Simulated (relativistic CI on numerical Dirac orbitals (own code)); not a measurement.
**Ir²⁺: 5d valence photoemission**

Computed with this model: Dirac-Coulomb-Breit CI, orbitals from a KLI potential per configuration, a model potential for QED, valence Slater integrals scaled by 0.9, multiplet model of photoemission in the sudden approximation; configurations [Xe] 4f14 5d7 → [Xe] 4f14 5d6; 300 K; Lorentzian 0.3 eV and Gaussian 0.5 eV FWHM. Energies are those of the free ion, without screening or charge transfer. The energies are binding energies and can lie tens of eV above those of solids. S is read from ⟨S²⟩ = S(S + 1).

Field parameters in Wybourne normalisation: D3d B²₀ = −7Dσ, B⁴₀ = −14Dq − 21Dτ, B⁴₃ = −14√(10/7) Dq. The field is a parameter set, without covalency.

Computed curve for free ion, scaled to 100 at the maximum (points under 2 are left out and the grid is thinned):

(Energy (eV), Intensity): (26.2, 2.1), (26.3, 2.4), (26.4, 2.7), (26.6, 3.7), (26.7, 4.5), (26.8, 5.6), (26.9, 7.3), (27.1, 14.4), (27.2, 21.5), (27.3, 32.1), (27.4, 45.7), (27.6, 71.2), (27.7, 75.4), (27.8, 72.0), (27.9, 63.9), (28.1, 50.7), (28.2, 48.7), (28.3, 47.5), (28.4, 44.4), (28.6, 31.3), (28.7, 24.2), (28.8, 18.9), (28.9, 15.9), (29.0, 15.2), (29.2, 21.0), (29.3, 27.7), (29.4, 36.6), (29.5, 47.4), (29.7, 72.5), (29.8, 85.6), (29.9, 96.0), (30.0, 100.0), (30.2, 81.7), (30.3, 64.4), (30.4, 47.8), (30.5, 34.9), (30.7, 21.1), (30.8, 18.1), (30.9, 16.3), (31.0, 15.3), (31.1, 14.5), (31.3, 12.8), (31.4, 11.7), (31.5, 10.5), (31.6, 9.3), (31.8, 6.8), (31.9, 5.5), (32.0, 4.4), (32.1, 3.5), (32.3, 2.6), (32.4, 2.4), (32.5, 2.2), (32.6, 2.0), (33.5, 3.3), (33.6, 4.1), (33.7, 4.8), (33.8, 5.1), (34.0, 4.1), (34.1, 3.2), (34.2, 2.4)

The ground state has S = 1.41, and the centroid lies at 29.23 eV.
